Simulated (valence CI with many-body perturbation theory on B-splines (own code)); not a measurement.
**E1 transitions of Ag³⁴⁺**

Level of theory: relativistic CI+MBPT: three valence electrons over a frozen Dirac-Fock core [Ne], a basis of 11 s, 11 p, 9 d, 7 f, 5 g, 2 h, 1 i functions for each j, with the one-electron correlation potential Σ1, the two-electron term Σ2, the three-electron term Σ3, Breit, model QED; selected CI, second order for the rest (own B-spline code, finite nucleus).

The last digits are not significant, and no measured levels were compared; by estimate large intervals hold to a few tenths of a per cent, small ones and those within an open d or f shell to about a per cent.

Lines 51 to 100 of 281 in falling wavelength, among levels below 432.47 eV, chosen from the strongest by gf and those to the six lowest levels. Wavelengths and rates use the calculated energies. Electric multipoles are in the length gauge, E1 and E2 with the static RPA response of the core. Weak lines are less certain than strong ones. Lines between different terms over intervals too small for the method are left out, as are lines whose strength nearly cancels. Where a level lies close to another of its J and parity, the split of strength between their lines is uncertain. The highest levels of a list are the least certain.

Levels are named by their leading jj configuration (3d3/2^4 stands for four electrons in 3d with j = 3/2), which in mixed levels can hold well under half, so a name can repeat and another be missing. Letters in brackets count levels of one name in rising energy.

```csv
λ vac (nm),Upper,Lower,A (s⁻¹),S (a.u.)
11.60,(3p1/2^2 3p3/2) J=3/2,(3s 3p1/2 3p3/2) J=3/2 [a],7.82e+09,2.41e-02
11.14,(3s 3p1/2 3p3/2) J=3/2 [a],(3s^2 3p1/2) J=1/2,1.57e+08,4.30e-04
11.13,(3s 3p1/2 3d3/2) J=3/2 [a],(3s 3p1/2 3p3/2) J=5/2,4.89e+09,1.33e-02
10.95,(3s 3p1/2 3d5/2) J=5/2 [a],(3s 3p1/2 3p3/2) J=3/2 [b],9.75e+07,3.79e-04
10.90,(3p3/2^2 3d5/2) J=9/2,(3s 3p3/2 3d5/2) J=7/2 [a],9.21e+09,5.89e-02
10.81,(3s 3p3/2^2) J=5/2,(3s^2 3p3/2) J=3/2,1.85e+09,6.92e-03
10.69,(3s 3p1/2 3d3/2) J=5/2,(3s 3p1/2 3p3/2) J=5/2,1.02e+09,3.68e-03
10.62,(3p1/2 3p3/2^2) J=3/2,(3s 3p1/2 3p3/2) J=3/2 [b],3.63e+08,8.59e-04
10.51,(3s 3p1/2 3d3/2) J=1/2,(3s 3p1/2 3p3/2) J=3/2 [b],8.26e+07,9.47e-05
10.51,(3s 3p1/2 3d3/2) J=3/2 [b],(3s 3p1/2 3p3/2) J=3/2 [b],5.20e+09,1.19e-02
10.47,(3s 3d5/2^2) J=9/2,(3s 3p3/2 3d5/2) J=7/2 [a],9.79e+09,5.55e-02
10.39,(3p3/2^2 3d5/2) J=7/2,(3s 3p3/2 3d5/2) J=5/2 [a],7.88e+09,3.49e-02
10.36,(3p1/2 3p3/2 3d3/2) J=7/2,(3s 3p1/2 3d5/2) J=7/2,7.73e+09,3.39e-02
10.18,(3s 3p1/2 3d5/2) J=5/2 [b],(3s 3p1/2 3p3/2) J=3/2 [b],1.97e+07,6.15e-05
10.16,(3s 3d3/2 3d5/2) J=7/2 [a],(3s 3p3/2 3d5/2) J=5/2 [a],1.04e+10,4.30e-02
10.09,(3s 3p3/2 3d3/2) J=5/2 [b],(3s 3p3/2^2) J=3/2,9.87e+09,3.00e-02
10.07,(3p1/2 3p3/2 3d5/2) J=7/2 [b],(3s 3p1/2 3d5/2) J=5/2 [c],6.22e+10,2.51e-01
10.06,(3s 3d3/2 3d5/2) J=7/2 [b],(3s 3p3/2 3d5/2) J=7/2 [a],5.94e+10,2.39e-01
10.06,(3p1/2 3p3/2 3d5/2) J=7/2 [a],(3s 3p1/2 3d5/2) J=5/2 [b],2.30e+10,9.25e-02
9.942,(3s 3p1/2 3d3/2) J=5/2,(3s 3p1/2 3p3/2) J=3/2 [a],3.54e+08,1.03e-03
9.913,(3p1/2 3p3/2 3d5/2) J=5/2 [c],(3s 3p1/2 3d5/2) J=3/2,9.53e+10,2.75e-01
9.849,(3p1/2 3p3/2 3d5/2) J=1/2,(3s 3p1/2 3d5/2) J=3/2,2.90e+10,2.73e-02
9.814,(3s 3p1/2 3d5/2) J=5/2 [a],(3s 3p1/2 3p3/2) J=5/2,2.69e+09,7.52e-03
9.795,(3p1/2 3p3/2 3d5/2) J=7/2 [a],(3s 3p1/2 3d5/2) J=7/2,1.01e+10,3.75e-02
9.770,(3s 3p3/2 3d3/2) J=7/2,(3s 3p3/2^2) J=5/2,1.25e+10,4.60e-02
9.633,(3s^2 3d3/2) J=3/2,(3s^2 3p3/2) J=3/2,5.83e+09,1.03e-02
9.590,(3p1/2 3p3/2 3d3/2) J=5/2,(3s 3p1/2 3d3/2) J=5/2,1.29e+10,3.37e-02
9.573,(3s 3p3/2 3d5/2) J=7/2 [b],(3s^2 3d5/2) J=5/2,1.57e+11,5.45e-01
9.553,(3p1/2 3p3/2^2) J=3/2,(3s 3p1/2 3p3/2) J=5/2,2.56e+10,4.41e-02
9.541,(3s 3p3/2 3d3/2) J=3/2 [b],(3s^2 3d3/2) J=3/2,6.76e+10,1.16e-01
9.524,(3p3/2^2 3d5/2) J=7/2,(3s 3p3/2 3d3/2) J=7/2,2.36e+10,8.06e-02
9.460,(3s 3p1/2 3d3/2) J=3/2 [b],(3s 3p1/2 3p3/2) J=5/2,7.25e+08,1.21e-03
9.449,(3p1/2^2 3d5/2) J=5/2,(3p1/2^2 3p3/2) J=3/2,1.27e+10,3.18e-02
9.429,(3s 3p1/2 3d5/2) J=7/2,(3s 3p1/2 3p3/2) J=5/2,2.09e+10,6.90e-02
9.429,(3p3/2^2 3d3/2) J=1/2,(3s 3p3/2 3d3/2) J=1/2 [a],2.76e+10,2.28e-02
9.424,(3p1/2 3p3/2 3d5/2) J=9/2,(3s 3p1/2 3d5/2) J=7/2,3.29e+10,1.36e-01
9.412,(3p1/2 3p3/2 3d5/2) J=7/2 [a],(3s 3p1/2 3d5/2) J=5/2 [a],3.55e+10,1.17e-01
9.387,(3p1/2 3p3/2 3d5/2) J=5/2 [c],(3s 3p1/2 3d5/2) J=5/2 [c],2.60e+10,6.36e-02
9.384,(3p1/2 3p3/2 3d5/2) J=5/2 [a],(3s 3p1/2 3d5/2) J=7/2,1.63e+10,4.00e-02
9.355,(3s 3d3/2 3d5/2) J=7/2 [b],(3s 3p3/2 3d5/2) J=5/2 [a],4.11e+10,1.33e-01
9.353,(3p1/2 3p3/2 3d5/2) J=5/2 [a],(3s 3p1/2 3d3/2) J=3/2 [b],1.33e+10,3.21e-02
9.327,(3s 3d3/2 3d5/2) J=7/2 [a],(3s 3p3/2 3d3/2) J=7/2,8.09e+09,2.59e-02
9.322,(3s 3d3/2 3d5/2) J=5/2 [a],(3s 3p3/2 3d3/2) J=7/2,8.81e+09,2.11e-02
9.316,(3s 3p1/2 3p3/2) J=3/2 [b],(3s^2 3p1/2) J=1/2,3.91e+10,6.24e-02
9.309,(3p1/2 3p3/2 3d5/2) J=1/2,(3p1/2 3p3/2^2) J=1/2,9.10e+10,7.25e-02
9.301,(3p1/2 3p3/2 3d5/2) J=3/2 [b],(3s 3p1/2 3d5/2) J=5/2 [c],5.44e+10,8.65e-02
9.293,(3p1/2 3p3/2 3d5/2) J=5/2 [b],(3s 3p1/2 3d5/2) J=5/2 [b],4.91e+10,1.17e-01
9.285,(3p1/2 3p3/2 3d5/2) J=3/2 [a],(3p1/2 3p3/2^2) J=3/2,3.12e+10,4.93e-02
9.282,(3p3/2^2 3d5/2) J=7/2,(3s 3p3/2 3d5/2) J=9/2,8.28e+09,2.61e-02
9.281,(3p1/2 3p3/2 3d5/2) J=3/2 [b],(3p1/2 3p3/2^2) J=1/2,2.95e+10,4.66e-02
```
